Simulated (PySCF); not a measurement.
C₂H₆N, multiplicity 2. Atoms are numbered in the order given.

```xyz
9

C      0.2016    -1.2125     0.0000
C     -0.4971     0.1358     0.0000
N      0.4391     1.2250     0.0000
H     -0.5215    -2.0314     0.0000
H      0.8366    -1.3107    -0.8827
H      0.8366    -1.3107     0.8827
H     -1.1695     0.2236     0.8724
H     -1.1695     0.2236    -0.8724
H     -0.1132     2.0908     0.0000
```
Charge 0, spin multiplicity 2.

The structure is a stationary point at r2SCAN-D4/def2-TZVP. The isomer is the one that the SMILES or the coordinates give; other isomers of the formula were not compared. One conformer was computed; it need not be the lowest.

The numbers are results of ωB97X/def2-TZVPD (PySCF), not measurements.

Mulliken values depend strongly on the basis, most of all with diffuse functions as here. ESP charges are fitted to the potential on shells at 1.4 to 2.0 van der Waals radii. Atomic charges (e):

```
atom  ESP fit  Mulliken  Mulliken spin
----  -------  --------  -------------
C1      -0.55     -0.91           0.03
C2       0.66     -0.22           0.04
N3        ___     -0.48           0.88
H4        ___      0.31           0.00
H5        ___      0.25          -0.01
H6        ___      0.25          -0.01
H7        ___      0.28           0.03
H8        ___      0.28           0.03
H9       0.30      0.25           0.00
```

**Question.** Some entries are withheld; supply them. (An estimate is asked for; the answer gives what the named calculation found.)

**Answer.** 
- N3, ESP fit: -0.65
- H4, ESP fit: 0.10
- H5, ESP fit: 0.14
- H6, ESP fit: 0.14
- H7, ESP fit: -0.07
- H8, ESP fit: -0.07
